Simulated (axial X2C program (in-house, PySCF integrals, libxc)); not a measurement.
## Nuclear properties of CuB⁻

Calculated with an axial X2C code built on PySCF integrals: two-component X2C with atomic mean-field Coulomb and Gaunt terms, Gaussian nuclei, basis Cu dyall-acv3z, B dyall-av3z with contracted cores.

R = 1.910 Å (near the PBE0 minimum at charge -1 of the determinant lowest at the starting distance; the state shown can have its own minimum elsewhere).

Determinant lowest in the PBE0 search, Ω = 1/2 (⟨Sz⟩ = -0.50, ⟨Lz⟩ = 1.00 at PBE0), spin on the atoms Cu 0.00, B -0.50:

| level | Eeff magnitude (GV/cm) | Ws magnitude Cu (kHz) | A∥/gI Cu (MHz) | qzz Cu (a.u.) | A∥/gI B (MHz) | qzz B (a.u.) |
| --- | --- | --- | --- | --- | --- | --- |
| PBE0 | 0.349 | 0.267 | 300 | 0.84 | 108 | -0.20 |
| BP86 | 0.0674 | 0.0281 | 305 | 1.04 | 89.2 | -0.21 |
| BHandHLYP | 0.878 | 0.717 | 217 | 0.51 | 96.1 | -0.20 |
| r2SCAN | 0.285 | 0.214 | 404 | 0.96 | 82.6 | -0.20 |

Determinant 0.02 eV from it at PBE0 and this distance, Ω = 3/2 (⟨Sz⟩ = 0.50, ⟨Lz⟩ = 1.00 at PBE0), spin on the atoms Cu 0.00, B 0.50:

| level | Eeff magnitude (GV/cm) | Ws magnitude Cu (kHz) | A∥/gI Cu (MHz) | qzz Cu (a.u.) | A∥/gI B (MHz) | qzz B (a.u.) |
| --- | --- | --- | --- | --- | --- | --- |
| PBE0 | 0.345 | 0.0877 | 27.7 | 0.83 | 19.9 | -0.20 |
| BP86 | 0.058 | 0.00664 | 41.4 | 1.03 | 19.2 | -0.21 |
| BHandHLYP | 0.908 | 0.247 | 31 | 0.50 | 29.5 | -0.20 |
| r2SCAN | 0.258 | 0.0634 | 28.3 | 0.95 | 21.3 | -0.20 |

Eeff is the effective electric field on the electron electric dipole moment in this Ω state and Ws the scalar–pseudoscalar constant of the nucleus named (defined with the proton number Z and per Ω); A∥ (defined per Ω) follows by multiplying with gI = μI/(I μN); qzz is the electric field gradient, eQq0 = 234.96 MHz × Q/barn × qzz. The operators were transformed with the bare-nucleus X2C matrices; with these basis sets, hyperfine constants and field gradients can be off by tens of per cent, and where levels differ in sign neither size nor sign is settled.

Question: With gI(63Cu) = 1.4824, gI(11B) = 1.7924, Q(11B) = 0.04059 barn (g factors from the IAEA table of nuclear moments by Stone; Q from Pyykkö, Mol. Phys. 2018), turn the PBE0 values of the first state into constants in MHz.

Answer: A∥(63Cu) = 300 × 1.4824 = 445 MHz; A∥(11B) = 108 × 1.7924 = 194 MHz; eQq0(11B) = 234.96 × (0.04059) × (-0.20) = -1.91 MHz.

Each state is one determinant with collinear spin. For an anion, determinants above electron detachment, or with a positive highest level, are held by the basis set. Where Eeff spreads by more than a factor of two the levels disagree and none is to be relied on. Left out as unconverged or as another state under the same occupation: HF in at least one table. The search compared states at one distance, so a state with another bond length can lie lower. Further determinants of the search, some of them spin-mixed, are not shown. Where a field gradient or hyperfine factor spreads by more than a factor of two over the levels, a constant derived from it is not to be relied on. PBE0 term energies can be off by some tenths of an eV.
